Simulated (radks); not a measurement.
Results of a calculation; reference values are marked as such.
The nuclear charge of the krypton ion Kr2+ is varied continuously with 34 electrons held in [Ar] 3d10 4s2 4p4. Level of theory: scalar-relativistic Kohn-Sham, r2SCAN, spin-polarised, spherical densities, finite nucleus; open shells are filled with parallel spins first; meta-GGA in the generalised Kohn-Sham scheme; Fermi nuclear charge, rms radius 4.1884 fm (a radial shooting solver on a logarithmic mesh with Libxc functionals). By the Hellmann-Feynman theorem dE/dZ = E(electron-nucleus)/Z, the electronic potential at the nucleus (averaged over a nucleus of fixed radius). The scalar-relativistic energy here is not variational (the density holds large components alone), so the two differ by a part that grows with Z.

Z,E (hartree),E(electron-nucleus)/Z (hartree),HOMO,e(HOMO) (eV),<r> HOMO (bohr)
35.5,-2696.99097,-182.600,4p,-22.848,1.846
36,-2789.29503,-186.020,4p,-29.846,1.743
36.5,-2883.31719,-189.441,4p,-37.405,1.654
37,-2979.05847,-192.865,4p,-45.506,1.576

The central difference of E at Z = 36 is -186.326 hartree, to compare with the third column; the second derivative is -6.87 hartree.
